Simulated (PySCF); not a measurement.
Species: C8H15N.
InChI=1S/C8H15N/c1-7(2)6-8(3)9(4)5/h1-5H3

The calculation used PySCF 2.14.0, PBE0-D3(BJ)/def2-SVP geometry optimisation, gas phase.

Take the most abundant isotopes and a rigid rotor. 

(1) What are A, B and C (MHz)?

(2) What kind of rotor is it?

(3) Is it planar, by Δ = Ic − Ia − Ib?

(4) Give the other two planar moments, Paa and Pbb, and the rms extents of the mass along the axes.

(5) List the rotational levels J(Ka,Kc) to J = 5 (K).

(6) Predict some low-J microwave lines.

(7) Estimate the classical rotational partition function at 200 K, 298.15 K and 500 K.

Answers

(1) Ia = 196.75, Ib = 563.35, Ic = 628.11 u·Å²; 505379 MHz·u·Å²/I gives A = 2569, B = 897.1, C = 804.6 MHz.

(2) An asymmetric top: κ = (2 × 897.1 − 2569 − 804.6)/(2569 − 804.6) = -0.90.

(3) Not planar: Δ = Ic − Ia − Ib = -131.98 u·Å². For a rigid frame Δ = −2 Σ m c², so Σ m c² = 65.99 u·Å² lies off the ab plane: 22.46 from hydrogen and 43.53 from heavier atoms. The atom farthest from that plane is 2.22 Å away.

(4) Paa = Σ m a² = (Ib + Ic − Ia)/2 = 497.36 and Pbb = Σ m b² = (Ia + Ic − Ib)/2 = 130.76 u·Å². With the mass M = 125.12 u, the rms extents √(P/M) along a, b and c are 1.99, 1.02, 0.73 Å.

(5) Above 0(0,0), as E/k:
J = 1: 1(0,1) 0.082, 1(1,1) 0.162, 1(1,0) 0.166
J = 2: 2(0,2) 0.245, 2(1,2) 0.321, 2(1,1) 0.334, 2(2,1) 0.575, 2(2,0) 0.575
J = 3: 3(0,3) 0.489, 3(1,3) 0.559, 3(1,2) 0.586, 3(2,2) 0.820, 3(2,1) 0.821, 3(3,1) 1.232, 3(3,0) 1.232
J = 4: 4(0,4) 0.814, 4(1,4) 0.876, 4(1,3) 0.921, 4(2,3) 1.146, 4(2,2) 1.149, 4(3,2) 1.559, 4(3,1) 1.559, 4(4,1) 2.136, 4(4,0) 2.136
J = 5: 5(0,5) 1.219, 5(1,5) 1.273, 5(1,4) 1.339, 5(2,4) 1.554, 5(2,3) 1.560, 5(3,3) 1.968, 5(3,2) 1.968, 5(4,2) 2.545, 5(4,1) 2.545, 5(5,1) 3.286, 5(5,0) 3.286

(6) The dipole components are |μa| = 0.58 D, |μb| = 0.19 D, |μc| = 0.25 D. Intensities carry the squares of the components, which stand as 1.00 : 0.10 : 0.19 (a : b : c). Some lines, for components of 0.1 D or more:

```tsv
type	branch	J(Ka,Kc)	MHz	lower level (cm⁻¹)
c	Q	2(1,2) ← 2(0,2)	1583	0.170
a	R	1(0,1) ← 0(0,0)	1702	0.000
a	R	2(1,2) ← 1(1,1)	3311	0.113
a	R	2(0,2) ← 1(0,1)	3400	0.057
a	R	2(1,1) ← 1(1,0)	3496	0.116
b	R	2(1,2) ← 1(0,1)	4982	0.057
b	Q	2(2,0) ← 2(1,1)	5018	0.232
c	R	2(1,1) ← 1(0,1)	5260	0.057
b	Q	2(2,1) ← 2(1,2)	5292	0.223
b	R	2(2,0) ← 1(1,1)	8607	0.113
```

(7) Point group C1, symmetry number σ = 1; q = (√π/σ)·√((kT/h)³/(ABC)), k/h = 20836.6 MHz/K: 350000 at 200 K, 637000 at 298.15 K, 1380000 at 500 K.

No frequency check. Zero-point vibration and centrifugal distortion are left out. A rigid rotor knows nothing of internal rotation, which can split or shift real lines. Quadrupole hyperfine structure (14N) is left out.

Shape of the structure used: `[CH3:1][C:2]([CH3:3])=[C:4]=[C:5]([CH3:6])[N:7]([CH3:8])[CH3:9]`: C4–C5–N7–C8 0°.
